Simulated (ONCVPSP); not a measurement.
# Pseudopotential generation for Te (Z = 52): ONCV, PBE, fully relativistic.

```
Element                 : Te
Generator               : ONCVPSP 4.0.1
Type                    : optimised norm-conserving Vanderbilt (ONCV)
Functional              : PBE
Relativity              : fully relativistic
Frozen core             : [Kr] 4d10
Valence charge          : 6
Reference configuration : 5s2 5p4
Partial waves           : 5s: rc 1.65 bohr, ncon 4, nbas 7, qcut 3.1 1/bohr, 2 projectors, debl 3.7 Ha; 5p: rc 2.25 bohr, ncon 4, nbas 7, qcut 4.2 1/bohr, 1 projector
Local potential         : polynomial inside 1.35 bohr (lpopt 5, dvloc0 2 Ha)
Core correction         : Teter function, fcfact 5.5, rcfact 1.45
```

Open shells are filled in proportion to 2j + 1.

All-electron outer shells of the reference configuration (PBE, scalar-relativistic, ld1.x):

| shell | level (eV) | outermost node (bohr) | outermost maximum (bohr) |
| --- | --- | --- | --- |
| 4p | -114.41 | 0.38 | 0.74 |
| 4d | -41.65 | 0.36 | 0.81 |
| 5s | -15.11 | 0.91 | 1.80 |
| 5p | -5.95 | 1.00 | 2.17 |

Q: Does the generator finish with these settings?

A: Yes, a potential is produced and its reference levels are reproduced.

Q: Estimate the cutoffs (Ha) at which the residual kinetic energy of the hardest occupied pseudo-wave falls to 1 and 0.1 mHa per electron.

A: 15 Ha and 29 Ha.

Q: What does a ghost test show?

A: No bound ghost flagged; GHOST(+) flagged for p3/2 at 19.4 eV, s at 40.6 eV.

Q: Which valence shell sets the plane-wave cutoff?

A: 5s: 15 Ha for 1 mHa per electron, against 7 Ha for 5p.

Q: Tests: 5s2 5p3; 5s2 5p2; 5s2 5p1; 5s2 5p0. Which has the largest error in its energy relative to the reference configuration, and how large is it?

A: 5s2 5p0, with -784 meV (all-electron minus pseudo) on +91.15 eV.
